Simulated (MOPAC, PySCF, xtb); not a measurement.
Dissociation curve of Br2 (anion, charge -1), doublet.

Computed with: UKS-M06-2X/6-31G* = unrestricted M06-2X/6-31G*, spherical d run with PySCF; GFN1-xTB (xtb); PM6, unrestricted, heats of formation (MOPAC); UKS-B3LYP = unrestricted B3LYP/aug-cc-pVDZ (PySCF); UHF/aug-cc-pVDZ (PySCF).

Energies are in kcal/mol, each relative to the lowest point of its own curve near equilibrium.

```
R / Å  UKS-M06-2X/6-31G*  GFN1-xTB   PM6  UKS-B3LYP   UHF
-----  -----------------  --------  ----  ---------  ----
2.34                24.5      24.4   5.4       27.1  29.0
2.49                10.5      11.1   0.9       12.9  13.3
2.63                 3.7       4.3   0.0        5.5   5.2
2.73                 1.2         ?   0.8        2.4   2.0
2.82                 0.2       0.4     ?        0.9   0.5
2.90                 0.0       0.0     ?        0.2   0.0
3.02                 0.6       0.2   8.6        0.0   0.2
3.07                 1.0       0.5  10.5        0.1   0.5
3.19                 2.4       1.5     ?          ?   1.8
3.35                 4.7       2.9  21.2        2.1     ?
```

Q: Complete the blanks.

A: 
- 2.73, GFN1-xTB: 1.6
- 2.82, PM6: 2.5
- 2.90, PM6: 4.6
- 3.19, PM6: 15.2
- 3.19, UKS-B3LYP: 0.8
- 3.35, UHF: 3.9

The scan ran from 2.34 to 8.69 Å; beyond the distances shown one of the unrestricted levels run for this scan, shown here or not, changes its spin distribution in one step. Where the anion isn't bound against loss of the electron, the finite basis alone holds it.
